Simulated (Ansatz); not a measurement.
Isolated molecules relaxed with PBE0-D4/def2-TZVP in Ansatz; ΔE leaves out vibrations. CCSD(T)/CBS is the MP2 limit (def2-TZVPP, def2-QZVPP) plus CCSD(T) − MP2 in def2-TZVPP, frozen cores. DFT in def2-TZVPP. Open shells (•) are unrestricted, without spin–orbit coupling. Elements past krypton have def2 core potentials. For Sn outer-core shells are correlated without core-valence functions, which leaves a few kJ/mol of doubt a bond.

Reaction (homolysis of the Si–Sn bond): `[SiH3][SiH2][SnH3]` → `[SiH2][SiH3]`• + `[SnH3]`•

```json
{"level": "r2SCAN0", "ΔE (kJ/mol)": "261.0"}
{"level": "HF/def2-SVP", "ΔE (kJ/mol)": "193.7"}
```

What does CCSD(T)/CBS give? (Best estimate.)

Computed: +295.4 kJ/mol. The listed levels differ from it by -34.4, -101.7 kJ/mol.

What do rigid-rotor, harmonic-oscillator terms from PBE0-D4/def2-TZVP frequencies (298.15 K, 1 bar) make of the CCSD(T)/CBS value? (Best estimate.)

Ansatz gave: ΔZPE = -12.5 kJ/mol, ΔH = +285.3 kJ/mol, ΔS = 151 J/(mol·K), ΔG = +240.4 kJ/mol. Open shells count their whole term as degenerate.

Largest T1 diagnostic among the species: 0.015.

From BLYP to BHLYP (50 % exact exchange), in def2-TZVPP and without D4, ΔE moves by +12.7 kJ/mol. At CCSD(T), def2-SVP lies −33.5 kJ/mol from the extrapolated value and def2-TZVPP −16.6 kJ/mol: correlation converges slowly with the basis, and small sets miss more of it in the bonded molecule than in its fragments. The D4 term adds +13.6 kJ/mol with B3LYP and +7.7 kJ/mol with PBE0; it sums over pairs of atoms, weighted by their polarisabilities, and B3LYP, whose exchange is more repulsive, gets the larger term.

B3LYP here is the variant with VWN-RPA as its local correlation; programs differ in this.
